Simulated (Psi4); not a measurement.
F₃In, charge +1, doublet, geometry from GFN2-xTB (such geometries of metal compounds can be far from the true shape) (a state made from the parent by changing its charge; the spin is typed, not shown lowest) (core potentials on In); B3LYP/def2-SV(P) (Psi4 1.11).

Here is a job for Psi4.
```
memory 2 GB

molecule mol {
1 2
In   -0.011187    0.005548   -0.004320
F    -1.766588   -1.128011    0.051516
F     0.064543    1.972146   -0.708780
F     1.762951   -0.874342    0.680785
}

set {
  basis def2-sv(p)
  reference uks
}

energy('b3lyp')
print_variables()
```

Q: What does Psi4 print? Leave out banner, timings and long lists.

A: 
```
   => Loading Basis Set <=

    Name: DEF2-SV(P)
    Role: ORBITAL
    Keyword: BASIS

    !!!  WARNING: ECP capability is in beta. Please check occupations closely.  !!!

         ---------------------------------------------------------
                                   SCF
               by Justin Turney, Rob Parrish, Andy Simmonett
                          and Daniel G. A. Smith
                              UKS Reference
         ---------------------------------------------------------

  ==> Geometry <==

    Molecular point group: c1
    Full point group: C1

    Geometry (in Angstrom), charge = 1, multiplicity = 2:

       Center              X                  Y                   Z               Mass
    ------------   -----------------  -----------------  -----------------  -----------------
         IN          -0.010440556548     0.005178004116    -0.004031904723   114.903878776000
         F           -1.765841556548    -1.128380995884     0.051804095277    18.998403162730
         F            0.065289443452     1.971776004116    -0.708491904723    18.998403162730
         F            1.763697443452    -0.874711995884     0.681073095277    18.998403162730

  Running in c1 symmetry.

  Rotational constants: A =      0.13956  B =      0.13105  C =      0.06759 [cm^-1]
  Rotational constants: A =   4184.05071  B =   3928.66708  C =   2026.16962 [MHz]
  Nuclear repulsion =  178.919828943740129

  Charge       = 1
  Multiplicity = 2
  Electrons    = 47
  Nalpha       = 24
  Nbeta        = 23

  ==> Algorithm <==

  SCF Algorithm Type is DF.
  DIIS enabled.
  MOM disabled.
  Fractional occupation disabled.
  Guess Type is SAD.
  Energy threshold   = 1.00e-06
  Density threshold  = 1.00e-06
  Integral threshold = 1.00e-12

  ==> Primary Basis <==

  Basis Set: DEF2-SV(P)
    Blend: DEF2-SV(P)
    Number of shells: 28
    Number of basis functions: 68
    Number of Cartesian functions: 73
    Spherical Harmonics?: true
    Max angular momentum: 2

  Core potential: DEF2-SV(P)
    Number of shells: 4
    Number of ECP primitives: 18
    Number of ECP core electrons: 28
    Max angular momentum: 3

  ==> DFT Potential <==

   => LibXC <=

    Version 7.1.2
    S. Lehtola, C. Steigemann, M. J. T. Oliveira, and M. A. L. Marques,  SoftwareX 7, 1–5 (2018) (10.1016/j.softx.2017.11.002)

   => Composite Functional: B3LYP <=

    B3LYP Hyb-GGA Exchange-Correlation Functional

[...]
      Ntotal   =   47.0001568735 ; deviation = 1.569e-04

   @Spin Contamination Metric:   7.524249097E-03
   @S^2 Expected:                7.500000000E-01
   @S^2 Observed:                7.575242491E-01
   @S   Expected:                5.000000000E-01
   @S   Observed:                5.000000000E-01

    Orbital Energies [Eh]
    ---------------------

    Alpha Occupied:

[...]
    Alpha Virtual:

[...]
    Beta Occupied:

[...]
    Beta Virtual:

[...]
    Final Occupation by Irrep:
              A
    DOCC [    23 ]
    SOCC [     1 ]
    NA   [    24 ]
    NB   [    23 ]

  @DF-UKS Final Energy:  -489.04068213269875

   => Energetics <=

    Nuclear Repulsion Energy =            178.9198289437401286
    One-Electron Energy =               -1096.9529993667747476
    Two-Electron Energy =                 467.6444486482994876
    DFT Exchange-Correlation Energy =     -38.6519603579637021
    Empirical Dispersion Energy =           0.0000000000000000
    VV10 Nonlocal Energy =                  0.0000000000000000
    Total Energy =                       -489.0406821326987483

  UHF NO Occupations:
  HONO-2 :   22  A 1.9985813
  HONO-1 :   23  A 1.9983247
  HONO-0 :   24  A 1.0000000
  LUNO+0 :   25  A 0.0016753
  LUNO+1 :   26  A 0.0014187
  LUNO+2 :   27  A 0.0003618
  LUNO+3 :   28  A 0.0000745

Computation Completed

Properties will be evaluated at   0.000000,   0.000000,   0.000000 [a0]

Properties computed using the SCF density matrix

 Multipole Moments:

 ------------------------------------------------------------------------------------
     Multipole            Electronic (a.u.)      Nuclear  (a.u.)        Total (a.u.)
 ------------------------------------------------------------------------------------

 L = 1.  Multiply by 2.5417464519 to convert [e a0] to [Debye]
 Dipole X            :         -0.6282457            0.6596208            0.0313751
 Dipole Y            :          0.3112735           -0.3271396           -0.0158661
 Dipole Z            :         -0.2425011            0.2547305            0.0122294
 Magnitude           :                                                    0.0372248

 ------------------------------------------------------------------------------------

  Variable Map:
  ----------------------------------------------------------------------------
[...]
  Array Variable Map:
  ----------------------------------------------------------------------------
[...]
[...]
```
